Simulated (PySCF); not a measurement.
**Working out the electron affinity of Te**

Te⁻ [Kr] 4d10 5s2 5p5 (2P) → Te [Kr] 4d10 5s2 5p4 (3P). All numbers are calculated (PySCF 2.14, a scalar-relativistic core potential, in aug-cc-pVTZ-PP with one added diffuse shell each of d, f type with ECP28MDF (6s5p5d3f, 67 functions)). Frozen: 4s2 4p6 4d10. Energies in hartree (1 hartree = 27.21139 eV):

| part | Te⁻ (lower) | Te (upper) |
| --- | --- | --- |
| UHF | -267.045222 | -267.006374 |
| MP2 opposite-spin | -0.089368 | -0.066944 |
| MP2 same-spin | -0.026312 | -0.019558 |

Question: What does Hartree-Fock give?

Answer: (-267.006374) − (-267.045222) = 0.038848 hartree = 1.057 eV.

Question: What do MP2 and SCS-MP2 (6/5 opposite-spin, 1/3 same-spin) give?

Answer: The opposite-spin parts differ by 0.610 eV and the same-spin parts by 0.184 eV. MP2: 1.057 + (0.610) + (0.184) = 1.851 eV. SCS-MP2: 1.057 + 1.2 × (0.610) + (0.184)/3 = 1.850 eV.

Reference: 1.971 eV (measured; photodetachment measurements, as compiled on the Wikipedia data page of electron affinities), between the lowest levels; spin-orbit coupling is absent from the calculation.

What remains against the reference includes basis incompleteness, the frozen core and correlation beyond second order.
